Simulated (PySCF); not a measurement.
**Electron correlation in Au (gold, neutral)**

[Xe] 4f14 5d9 6s2, 2D determinant (an excited configuration). All numbers are calculated (PySCF 2.14, scalar relativity by spin-free X2C-1e, in x2c-TZVPPall). Frozen: [Xe] 4f14; 11 electrons correlated.

MP2 pair energies summed by pair of shells (mhartree):

| pair | energy | share (%) |
| --- | --- | --- |
| 5d-5d | -244.30 | 69.1 |
| 5d-6s | -90.74 | 25.7 |
| 6s-6s | -18.44 | 5.2 |

Total MP2 correlation energy: -353.48 mhartree.

Same-spin part -118.19 and opposite-spin part -235.28 mhartree; SCS-MP2 scales them by 1/3 and 6/5 to -321.74 mhartree.
